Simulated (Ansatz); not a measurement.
Consider the ligand exchange at the Si–C bond: `O[SiH2]CCl` + `NC=O` → `O=CN[SiH2]O` + `CCl`.

Computed with Ansatz on PBE0-D4/def2-TZVP structures; ΔE is electronic, products minus reactants. CCSD(T)/CBS is the MP2 limit (def2-TZVPP, def2-QZVPP) plus CCSD(T) − MP2 in def2-TZVPP, frozen cores. This one scheme is used for every species. Functionals use def2-TZVPP. B3LYP here is the variant with VWN-RPA as its local correlation; programs differ in this. One conformer a species, not always the lowest.

`O[SiH2]CCl`:

Cartesian coordinates in Å:
```
O 1.278 -1.081 0.789
Si 0.517 0.359 0.587
C -0.646 0.282 -0.890
Cl -1.780 -1.079 -0.617
H 0.711 -1.853 0.853
H 1.581 1.362 0.339
H -0.295 0.740 1.772
H -0.122 0.083 -1.826
H -1.243 1.187 -1.007
```

`NC=O`:

```xyz
6

N     0.140   -0.645   -0.206
C    -0.139    0.614    0.195
O    -1.224    1.136    0.130
H    -0.595   -1.213   -0.593
H     1.066   -1.024   -0.127
H     0.751    1.133    0.601
```

`O=CN[SiH2]O`:

Cartesian coordinates in Å:
```
O 0.845 -0.581 -1.567
C 1.397 -0.412 -0.499
N 0.754 0.102 0.574
Si -0.939 0.551 0.371
O -1.835 -0.707 -0.157
H 2.458 -0.670 -0.338
H 1.266 0.165 1.440
H -1.415 0.908 1.725
H -0.994 1.708 -0.550
H -1.536 -1.062 -1.000
```

`CCl`:

```xyz
5

C     0.130   -0.009   -0.066
Cl   -1.446    0.099    0.738
H     0.160   -0.926   -0.649
H     0.908   -0.019    0.693
H     0.248    0.855   -0.716
```

(1) Is it downhill or uphill in electronic energy at CCSD(T)/CBS, and by how much? (Estimate.)

(2) What do these levels give: r2SCAN-D4, PBE0-D4, B3LYP-D4, B2PLYP, PBE0, MP2/def2-TZVPP, CCSD/def2-TZVPP, CCSD(T)/def2-TZVPP, HF/def2-QZVPP, HF/CBS(def2), MP2/CBS(def2), CCSD/CBS(def2)? (Estimate.)

Largest T1 diagnostic among the species: 0.016.

## Answers

(1) Computed: Downhill: ΔE = -18.4 kcal/mol.

(2) Ansatz gave: r2SCAN-D4 -17.5, PBE0-D4 -16.6, B3LYP-D4 -17.6, B2PLYP -18.2, PBE0 -16.4, MP2/def2-TZVPP -18.8, CCSD/def2-TZVPP -18.8, CCSD(T)/def2-TZVPP -18.7, HF/def2-QZVPP -20.0, HF/CBS(def2) -20.0, MP2/CBS(def2) -18.5, CCSD/CBS(def2) -18.5 kcal/mol.

In def2-TZVPP, CCSD(T) changes the Hartree–Fock value by +1.1 kcal/mol (the triples alone add +0.1 kcal/mol) and MP2 by +1.0 kcal/mol. From PBE to PBE0 (25 % exact exchange), in def2-TZVPP and without D4, ΔE moves by −0.9 kcal/mol.
